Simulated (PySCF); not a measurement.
CHF2, SMILES F[CH]F (connectivity only; charge and spin as stated), charge +1, multiplicity 1. Geometry optimised at PBE0-D3(BJ)/def2-TZVP. The multiplicity is an assumed one; other spin states were not compared. The isomer is the one that the SMILES or the coordinates give; other isomers of the formula were not compared.

Computed with PBE0-D3(BJ)/def2-TZVP (PySCF).

Harmonic wavenumbers (cm⁻¹): 677, 1090, 1319, 1417, 1677, 3145. Rotational constants (GHz): 82.83, 12.01, 10.49; symmetry number 2.

Work out the zero-point energy and the ideal-gas rigid-rotor harmonic-oscillator thermochemistry at 298.15 K and 1 atm.

ZPE = ½ Σ hcν = ½ × 9324 cm⁻¹ = 13.33 kcal/mol. H − E(el) = 15.80 kcal/mol. Entropy in cal/(mol K): translation 37.71, rotation 19.58, vibration 0.45, total 57.74. G − E(el) = -1.41 kcal/mol. Cp = 9.39 cal/(mol K).
